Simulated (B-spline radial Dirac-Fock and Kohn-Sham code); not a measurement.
The computed values come from an atomic code on a B-spline grid: Dirac-Fock ΔSCF + Breit + QED. Electron correlation is not included.

Question: An atom or ion in its tabulated ground configuration has these computed binding energies (the last is its least bound level). Which is it?

```csv
level,binding energy (eV)
1s,63300.9
2s,13866.0
2p1/2,13400.4
3s,5467.1
3p,5126.5
```

Answer: Tm⁵³⁺: Z = 69 with 16 electrons, [Ne] 3s2 3p4. The hydrogen-like estimate √(E/Ry) = 68.2 for the K level lies 0.8 below Z (screening lowers it, relativity raises it); the outermost level, at 5126.5 eV, fixes the charge.

Question: An atom or ion in its tabulated ground configuration has these computed binding energies (the last is its least bound level). Which is it?

| level | binding energy (eV) |
| --- | --- |
| 1s | 64402.2 |
| 2s | 14786.7 |
| 2p1/2 | 14354.8 |
| 2p3/2 | 13347.0 |

Answer: Tm⁵⁹⁺: Z = 69 with 10 electrons, [He] 2s2 2p6. The hydrogen-like estimate √(E/Ry) = 68.8 for the K level lies 0.2 below Z (screening lowers it, relativity raises it); the outermost level, at 13347.0 eV, fixes the charge.
